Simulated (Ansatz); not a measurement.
One change: `[SiH3]O[Si]1(Cl)CO1` becomes `Cl[SiH]1CO1`.

Ansatz, PBE0-D4/def2-TZVP geometries, multiplicity 1. Each molecule was computed in one conformer, which needn't be the lowest.

```
                                          property  `[SiH3]O[Si]1(Cl)CO1`
size of the dipole moment (ωB97M-V/def2-TZVPP) / D                   2.07
    size of the dipole moment (PBE/def2-TZVPP) / D                   1.88
               LUMO energy (B3LYP/def2-TZVPP) / eV                  -0.61
               HOMO energy (B3LYP/def2-TZVPP) / eV                  -7.61
              HOMO–LUMO gap (PBE0/def2-TZVPP) / eV                   7.46
           HOMO–LUMO gap (ωB97M-V/def2-TZVPP) / eV                  11.46
```

Task: Give the same properties after the change, and the shifts. (Best estimate.)

Result: Ansatz gave: 
| property | `Cl[SiH]1CO1` | shift |
| --- | --- | --- |
| size of the dipole moment (ωB97M-V/def2-TZVPP) / D | 1.77 | -0.30 |
| size of the dipole moment (PBE/def2-TZVPP) / D | 1.56 | -0.32 |
| LUMO energy (B3LYP/def2-TZVPP) / eV | -0.55 | 0.06 |
| HOMO energy (B3LYP/def2-TZVPP) / eV | -7.67 | -0.06 |
| HOMO–LUMO gap (PBE0/def2-TZVPP) / eV | 7.57 | 0.11 |
| HOMO–LUMO gap (ωB97M-V/def2-TZVPP) / eV | 11.59 | 0.13 |

With PBE0 the HOMO falls by 0.05 eV and the LUMO rises by 0.05 eV, so the gap widens by about 0.10 eV. PBE moves the HOMO by -0.11 eV and ωB97M-V by -0.02 eV. Dipoles are sizes alone; their direction can turn.

B3LYP here is the variant with VWN-RPA as its local correlation; programs differ in this.
